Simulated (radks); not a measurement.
Excited configurations of He II: one electron is placed in a higher orbital outside the bare nucleus. The ground configuration is 1s1. Method: non-relativistic Kohn-Sham, PBE, spin-polarised, spherical densities, point nucleus; open shells are filled with parallel spins first; computed with a radial shooting solver on a logarithmic mesh with Libxc functionals. Excitation = E - E(ground); binding = E(ion) - E, where the ion is the core of charge +2; n* = 2/sqrt(2 binding) in atomic units, and the quantum defect is n - n*.

outer orbital  excitation (eV)  binding (eV)     n*  quantum defect  eigenvalue (eV)  <r> (bohr)
2s                      40.139        14.114  1.964           0.036          -11.217       2.908
3s                      47.806         6.448  2.905           0.095           -5.208       6.456
3p                      47.862         6.391  2.918           0.082           -5.039       6.025
4f                      50.696         3.557  3.911           0.089           -2.608       8.751
5f                      51.878         2.376  4.786           0.214           -1.859       15.03
6p                      52.551         1.702  5.654           0.346           -1.413       24.91
6f                      52.563         1.691  5.673           0.327           -1.363       22.66
7f                      52.989         1.264  6.562           0.438           -1.038       31.65

The Delta-SCF ionisation energy is 54.253 eV (NIST Atomic Spectra Database: 54.418 eV, theoretical). Self-interaction in the functional shifts the binding energies and quantum defects, so they are the method's values and not measured ones.
